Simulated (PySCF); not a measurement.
**Hf(SH)4 at several levels of theory**

Computed with PySCF 2.14.0 (density fitting, no spin-orbit coupling) at the geometry relaxed with r2SCAN:

```xyz
9
Hf(SH)4 (singlet)
Hf    0.0000    0.0000    0.0000
S     1.3432    1.4849    1.3881
H     1.7652    0.4258    2.1268
S    -1.3432   -1.4849    1.3881
H    -1.7652   -0.4258    2.1268
S     1.4850   -1.3432   -1.3881
H     0.4258   -1.7653   -2.1268
S    -1.4850    1.3432   -1.3881
H    -0.4258    1.7653   -2.1268
```

```json
{"level": "r2SCAN", "basis": "Hf def2-SVP with ECP60, S def2-SVP, H def2-SVP", "state": "singlet", "HOMO (eV)": "-7.00", "gap (eV)": "4.13", "charge on Hf1 (e)": "0.67", "dipole about the centre of mass (D)": "0.00", "largest force component (eV/Å)": "0.01"}
{"level": "HF", "basis": "the same", "state": "singlet", "HOMO (eV)": "-10.61", "gap (eV)": "11.86", "charge on Hf1 (e)": "1.07", "dipole about the centre of mass (D)": "0.00", "largest force component (eV/Å)": "0.49"}
{"level": "B3LYP", "basis": "the same", "state": "singlet", "HOMO (eV)": "-7.53", "gap (eV)": "5.21", "charge on Hf1 (e)": "0.59", "dipole about the centre of mass (D)": "0.00", "largest force component (eV/Å)": "0.12"}
{"level": "BLYP", "basis": "the same", "state": "singlet", "HOMO (eV)": "-6.39", "gap (eV)": "3.65", "charge on Hf1 (e)": "0.46", "dipole about the centre of mass (D)": "0.00", "largest force component (eV/Å)": "0.45"}
{"level": "r2SCAN", "basis": "Hf def2-TZVP with ECP60, S def2-TZVP, H def2-TZVP", "state": "singlet", "HOMO (eV)": "-6.99", "gap (eV)": "4.13", "charge on Hf1 (e)": "1.00", "dipole about the centre of mass (D)": "0.00", "largest force component (eV/Å)": "0.16"}
{"level": "r2SCAN", "basis": "Hf x2c-SVPall, S x2c-SVPall, H x2c-SVPall", "state": "singlet", "HOMO (eV)": "-7.07", "gap (eV)": "3.92", "charge on Hf1 (e)": "0.35", "dipole about the centre of mass (D)": "0.00", "largest force component (eV/Å)": "0.42"}
```

Charges are Mulliken's, which hang on the basis. The relaxation used the grid (50, 194), these runs (75, 302) or, all-electron (x2c bases, spin-free X2C Hamiltonian), (99, 590).

What does BP86 with Hf def2-SVP with ECP60, S def2-SVP, H def2-SVP give here?

state singlet, HOMO (eV) -6.74, gap (eV) 3.67, charge on Hf1 (e) 0.48, dipole about the centre of mass (D) 0.00, largest force component (eV/Å) 0.30. Time: 9.6 s on 2 threads of Arm Neoverse V1, on a shared host, from an already converged density.

In the first row's basis the gap widens with exact exchange: 3.7 to 4.1 eV for BLYP, BP86, r2SCAN (none); 5.2 eV for B3LYP (a fixed share); 11.9 eV for Hartree–Fock (rising or full at long range).

No frequency check is given that shows the relaxed geometry to be a minimum.
